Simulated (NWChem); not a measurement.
The numbers come from NWChem runs, not from measurements. System: H3Si2, charge 0, spin multiplicity 2, displaced from the optimised geometry. The structure started from a generated list of species. Its SCF solution wasn't tested for a lower state. Level: UBP86/def2-SVP.

Job file:

```
start mol
memory heap 200 mb stack 900 mb global 1100 mb
geometry units angstroms nocenter noautoz
  Si    -1.381990     0.091254     0.000000
  Si     1.040857    -0.086776     0.000000
  H      1.668027    -0.730676     1.237718
  H      1.439811     1.398666     0.000000
  H      1.668027    -0.730676    -1.237718
  symmetry group Cs
end
basis spherical
  * library def2-svp
end
dft
  xc becke88 perdew86
  odft
  mult 2
  semidirect memsize 60000000 filesize 0
  iterations 100
  grid xcoarse
end
task dft gradient
```

Output (cleaned and shortened):

```
             Northwest Computational Chemistry Package (NWChem) 7.3.0
             --------------------------------------------------------

                                NWChem Input Module
                                -------------------

 Scaling coordinates for geometry "geometry" by  1.889725989
 (inverse scale =  0.529177249)

 Turning off AUTOSYM since
 SYMMETRY directive was detected!

                             Geometry "geometry" -> ""
                             -------------------------

 Output coordinates in angstroms (scale by  1.889725989 to convert to a.u.)

  No.       Tag          Charge          X              Y              Z
 ---- ---------------- ---------- -------------- -------------- --------------
    1 Si                  14.0000    -1.38199000     0.09125400     0.00000000
    2 Si                  14.0000     1.04085700    -0.08677600     0.00000000
    3 H                    1.0000     1.66802700    -0.73067600     1.23771800
    4 H                    1.0000     1.43981100     1.39866600     0.00000000
    5 H                    1.0000     1.66802700    -0.73067600    -1.23771800

 Effective nuclear repulsion energy (a.u.)      64.5877727974

            Nuclear Dipole moment (a.u.)
            ----------------------------
        X                 Y               Z
 ---------------- ---------------- ----------------
     0.0000056692     0.0000113384     0.0000000000

      Symmetry information
      --------------------

 Group name             Cs
 Group number              2
 Group order               2
 No. of unique centers     4

      Symmetry unique atoms

     1    2    3    4


 Summary of "ao basis" -> "" (spherical)
 ------------------------------------------------------------------------------
       Tag                 Description            Shells   Functions and Types
 ---------------- ------------------------------  ------  ---------------------
 *                          def2-svp                  on all atoms

  perdew86 is a nonlocal functional; adding perdew81 local functional.

                                 NWChem DFT Module
                                 -----------------

 Summary of "ao basis" -> "ao basis" (spherical)
 ------------------------------------------------------------------------------
       Tag                 Description            Shells   Functions and Types
 ---------------- ------------------------------  ------  ---------------------
 Si                         def2-svp                 8       18   4s3p1d
 H                          def2-svp                 3        5   2s1p

 Summary of "ao basis" -> "ao basis" (spherical)
 ------------------------------------------------------------------------------
       Tag                 Description            Shells   Functions and Types
 ---------------- ------------------------------  ------  ---------------------
 Si                         def2-svp                 8       18   4s3p1d
 H                          def2-svp                 3        5   2s1p

      Symmetry analysis of basis
      --------------------------

        a'         35
        a"         16

            General Information
            -------------------
          SCF calculation type: DFT
          Wavefunction type:  spin polarized.
          No. of atoms     :     5
          No. of electrons :    31
           Alpha electrons :    16
            Beta electrons :    15
          Charge           :     0
          Spin multiplicity:     2
[...]
   alpha      1      2      3      4      5      6      7      8      9     10
    beta      1      2      3      4      5      7      6      8      9     10
 overlap   1.000  1.000  1.000  1.000  1.000  1.000  1.000  0.999  1.000  0.999

   alpha     11     12     13     14     15     16     17     18     19     20
    beta     11     12     13     14     15     17     16     18     19     20
 overlap   0.996  0.994  1.000  0.999  0.999  0.996  1.000  0.993  0.994  0.997

   alpha     21     22     23     24     25     26     27     28     29     30
    beta     21     22     23     24     25     26     27     28     30     29
 overlap   1.000  0.998  0.995  0.990  0.994  0.993  0.998  0.943  0.948  0.998

   alpha     31     32     33     34     35     36     37     38     39     40
    beta     32     31     33     34     35     36     37     38     39     40
 overlap   0.987  0.799  0.804  0.999  0.987  1.000  0.987  0.993  0.992  1.000

   alpha     41     42     43     44     45     46     47     48     49     50
    beta     41     42     43     44     45     46     47     48     49     50
 overlap   1.000  0.999  1.000  1.000  1.000  1.000  1.000  1.000  1.000  1.000

   alpha     51
    beta     51
 overlap   1.000

     --------------------------
     Expectation value of S2:
     --------------------------
      <S2> =      0.7533 (Exact =     0.7500)

 center of mass
 --------------
 x =  -0.15157639 y =   0.00198991 z =   0.00000000

 moments of inertia (a.u.)
 ------------------
          23.494554291483          23.130640267514           0.000000000000
          23.130640267514         336.210863344914           0.000000000000
           0.000000000000           0.000000000000         337.651476866279

     Multipole analysis of the density
     ---------------------------------

     L   x y z        total         alpha         beta         nuclear
     -   - - -        -----         -----         ----         -------
     0   0 0 0     -0.000000    -16.000000    -15.000000     31.000000

     1   1 0 0     -0.086287      1.090751     -1.177043      0.000006
     1   0 1 0     -0.061779     -0.088970      0.027179      0.000011
     1   0 0 1      0.000000      0.000000     -0.000000      0.000000

     2   2 0 0    -24.121113   -104.429718    -96.614773    176.923378
     2   1 1 0      0.529661      6.759665      6.103842    -12.333846
     2   1 0 1     -0.000000     -0.000000     -0.000000      0.000000
     2   0 2 0    -20.002599    -16.648758    -14.945675     11.591834
     2   0 1 1      0.000000      0.000000     -0.000000      0.000000
     2   0 0 2    -22.906144    -19.544010    -14.303489     10.941354

            General Information
            -------------------
          SCF calculation type: DFT
          Wavefunction type:  spin polarized.
          No. of atoms     :     5
          No. of electrons :    31
           Alpha electrons :    16
            Beta electrons :    15
          Charge           :     0
          Spin multiplicity:     2
          Use of symmetry is: on ; symmetry adaption is: on
          Maximum number of iterations: 100
          AO basis - number of functions:    51
                     number of shells:    25
          Convergence on energy requested:  1.00D-06
          Convergence on density requested:  1.00D-05
          Convergence on gradient requested:  5.00D-04

              XC Information
              --------------
                    Becke 1988 Exchange Functional  1.000
                Perdew 1981 Correlation Functional  1.000 local
                Perdew 1986 Correlation Functional  1.000 non-local

             Grid Information
             ----------------
          Grid used for XC integration:  xcoarse
          Radial quadrature: Mura-Knowles
          Angular quadrature: Lebedev.
          Tag              B.-S. Rad. Rad. Pts. Rad. Cut. Ang. Pts.
          ---              ---------- --------- --------- ---------
          Si                  1.10       42           9.0       194
          H                   0.35       21          10.0       194
          Grid pruning is: on
          Number of quadrature shells:   126
          Spatial weights used:  Erf1

          Convergence Information
          -----------------------
          Convergence aids based upon iterative change in
          total energy or number of iterations.
          Levelshifting, if invoked, occurs when the
          HOMO/LUMO gap drops below (HL_TOL):  1.00D-02
          DIIS, if invoked, will attempt to extrapolate
          using up to (NFOCK): 10 stored Fock matrices.

                    Damping( 0%)  Levelshifting(0.5)       DIIS
                  --------------- ------------------- ---------------
          dE  on:    start            ASAP                start
          dE off:    2 iters        100 iters           100 iters

      Screening Tolerance Information
      -------------------------------
          Density screening/tol_rho:  1.00D-10
          AO Gaussian exp screening on grid/accAOfunc:  14
          CD Gaussian exp screening on grid/accCDfunc:  20
          XC Gaussian exp screening on grid/accXCfunc:  20
          Schwarz screening/accCoul:  1.00D-08

                            NWChem DFT Gradient Module
                            --------------------------

  charge          =   0.00
  wavefunction    = open shell

  Using symmetry

                         DFT ENERGY GRADIENTS

    atom               coordinates                        gradient
                 x          y          z           x          y          z
   1 Si     -2.611582   0.172445   0.000000   -0.005543   0.000335   0.000000
   2 Si      1.966935  -0.163983   0.000000    0.000374  -0.000705   0.000000
   3 H       3.152114  -1.380777   2.338948    0.002004  -0.002858   0.005100
   4 H       2.720848   2.643095   0.000000    0.001162   0.006087   0.000000
   5 H       3.152114  -1.380777  -2.338948    0.002004  -0.002858  -0.005100

                 ----------------------------------------
                 |  Time  |  1-e(secs)   |  2-e(secs)   |
                 ----------------------------------------
                 |  CPU   |       0.00   |       0.12   |
                 ----------------------------------------
                 |  WALL  |       0.00   |       0.12   |
                 ----------------------------------------

 Task  times  cpu:        0.5s     wall:        0.5s

 Total times  cpu:        0.5s     wall:        0.5s
```
